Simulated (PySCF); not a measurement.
HCl$_{3}$Sn (SMILES [Cl][SnH]([Cl])[Cl]), singlet, geometry from GFN2-xTB (such geometries of metal compounds can be far from the true shape) (all electrons, no relativity); CASSCF(4,6)+NEVPT2/STO-3G in PySCF.

PySCF was given this input:
```python
from pyscf import gto, scf, mcscf, mrpt
import numpy

mol = gto.M(
    atom='''
Sn    0.02730023   -0.01815417    0.41660377
Cl   -1.47226971   -1.55003501   -0.42450916
Cl   -0.66236531    2.05155022   -0.32063774
Cl    2.04604085   -0.44260164   -0.60680745
H     0.14108939   -0.09382196    2.15303571
''',
    basis='sto-3g',
    verbose=3,
)

mf = scf.RHF(mol)
mf.kernel()
mc = mcscf.CASSCF(mf, 6, 4)
mc.fix_spin_(ss=0.0)
mc.kernel()
occ = numpy.linalg.eigvalsh(mc.fcisolver.make_rdm1(mc.ci, mc.ncas, mc.nelecas))[::-1]
ss = mc.fcisolver.spin_square(mc.ci, mc.ncas, mc.nelecas)[0]
print('natural occupations', occ.round(4), ' <S^2>', round(ss, 4))
e2 = mrpt.NEVPT(mc).kernel()
print('E(NEVPT2) = %.10f' % (mc.e_tot + e2))
```

Problem. What does PySCF print? Leave out banner, timings and long lists.

Solution. 
```
converged SCF energy = -7327.84485662128
CASSCF energy = -7327.86939441338
CASCI E = -7327.86939441338  E(CI) = -3.86572485696342  S^2 = 0.0000000
natural occupations [1.9859e+00 1.9675e+00 3.2600e-02 1.2900e-02 8.0000e-04 3.0000e-04]  <S^2> 0.0
Sr    (-1)',   E = -0.00000000000000
Si    (+1)',   E = -0.00460979933931
Sijrs (0)  ,   E = 0.00000000000000
Sijr  (+1) ,   E = -0.00000000000000
Srsi  (-1) ,   E = -0.00000000000000
Srs   (-2) ,   E = 0.00000000000000
Sij   (+2) ,   E = -0.01478281446523
Sir   (0)' ,   E = -0.00000000000000
Nevpt2 Energy = -0.019392613804538
E(NEVPT2) = -7327.8887870272
```
